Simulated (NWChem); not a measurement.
Molecule: CH₅BClN; SMILES CNBCl

```xyz
9

B      0.5558    -0.1212     0.0000
Cl    -0.0721    -1.7888     0.0000
H      1.7548     0.0629     0.0000
N     -0.3375     0.9513     0.0000
C      0.0064     2.3607     0.0000
H     -1.3421     0.7515     0.0000
H     -0.3894     2.8839     0.8976
H     -0.3894     2.8839    -0.8976
H      1.1073     2.4705     0.0000
```
Atoms are numbered in this order, from 1.

Program: NWChem. Pople sets run with spherical d functions. Geometry: optimised at PBE-D3(BJ)/def2-SVP. Vzz is the largest principal value of the second derivative of the potential at the nucleus (NWChem prints the opposite sign); η is the asymmetry. Non-relativistic.

Question: Order these runs by computing time, cheapest first, and give rough ratios: PBE0/6-31G*; CAM-B3LYP/def2-SVP; CAM-B3LYP/def2-TZVP.

Answer: PBE0/6-31G* (1), CAM-B3LYP/def2-SVP (4), CAM-B3LYP/def2-TZVP (20). Ratios are rough, from one shared machine; the cheapest took around 12 core-seconds (rough). What differs between the cheapest and the dearest: Vzz B1 (a.u.) 0.273 → 0.333; η B1 0.78 → 0.74; Vzz Cl2 (a.u.) 2.077 → 2.188; η Cl2 0.33 → 0.36.
